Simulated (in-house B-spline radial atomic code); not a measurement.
The outermost shell (largest non-relativistic mean radius) with and without relativity; Dirac values are averaged over j. Computed with a B-spline radial code for spherical atoms: non-relativistic Hartree-Fock and Dirac-Hartree-Fock, averages of the configuration (point nuclei without relativity, finite nuclei with it).

| ion | configuration | outermost shell | radius non-relativistic (bohr) | radius Dirac (bohr) | radius change (%) | level non-relativistic (eV) | level Dirac (eV) |
| --- | --- | --- | --- | --- | --- | --- | --- |
| Li2+ | 1s1 | 1s | 0.5 | 0.49992 | -0.015975 | -122.451 | -122.47 |
| Be2+ | 1s2 | 1s | 0.41414 | 0.41404 | -0.024894 | -154.210 | -154.24 |
| B2+ | [He] 2s1 | 2s | 1.6361 | 1.6355 | -0.034028 | -37.820 | -37.831 |
| C2+ | [He] 2s2 | 2s | 1.3719 | 1.3713 | -0.049719 | -46.097 | -46.118 |
| N2+ | [He] 2s2 2p1 | 2s | 1.1788 | 1.178 | -0.071939 | -56.383 | -56.423 |
| O2+ | [He] 2s2 2p2 | 2s | 1.0331 | 1.0321 | -0.098295 | -67.603 | -67.673 |
| F2+ | [He] 2s2 2p3 | 2s | 0.91922 | 0.91804 | -0.12886 | -79.768 | -79.881 |
| Ne2+ | [He] 2s2 2p4 | 2s | 0.82785 | 0.82649 | -0.16358 | -92.883 | -93.058 |
